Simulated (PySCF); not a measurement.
C₃H₇AlO₂. Atoms are numbered in the order given.

```xyz
13

Al     0.0898     0.0139     0.9164
C      0.2177    -1.1048    -0.6906
C     -0.5170    -0.4684    -1.8268
C      0.0069     0.3289    -2.7682
H     -0.1628    -2.1139    -0.4614
H      1.2944    -1.2070    -0.9187
H     -1.6015    -0.6444    -1.8494
H      1.0809     0.5434    -2.8048
H     -0.6160     0.7817    -3.5437
O     -0.1748     1.6974     0.8134
H     -0.3054     2.1321    -0.0357
O      0.2589    -0.6967     2.4530
H      0.2245    -0.2115     3.2826
```

Geometry optimised at B3LYP-D3(BJ)/def2-SVP. Other conformers were not sampled.

Method: PBE/pcSseg-1 (PySCF).

GIAO shieldings, no solvent; atoms listed in one row are averaged. δ = σ(ref) − σ: ¹³C against TMS (σ = 182.0 ppm); ¹H against TMS (σ = 31.49 ppm); ¹⁷O against H2O (σ = 334.3 ppm), references at their B3LYP-D3(BJ)/def2-TZVP geometries, non-relativistic.

| nucleus | atoms | count | δ (ppm) |
|---|---|---|---|
| ¹³C | C3 | 1 | 147.1 |
| ¹³C | C4 | 1 | 116.2 |
| ¹³C | C2 | 1 | 19.1 |
| ¹H | H7 | 1 | 6.39 |
| ¹H | H8 | 1 | 5.36 |
| ¹H | H9 | 1 | 5.21 |
| ¹H | H11 | 1 | 3.08 |
| ¹H | H13 | 1 | 2.05 |
| ¹H | H6 | 1 | 1.97 |
| ¹H | H5 | 1 | 1.83 |
| ¹⁷O | O10 | 1 | 57.3 |
| ¹⁷O | O12 | 1 | 32.7 |
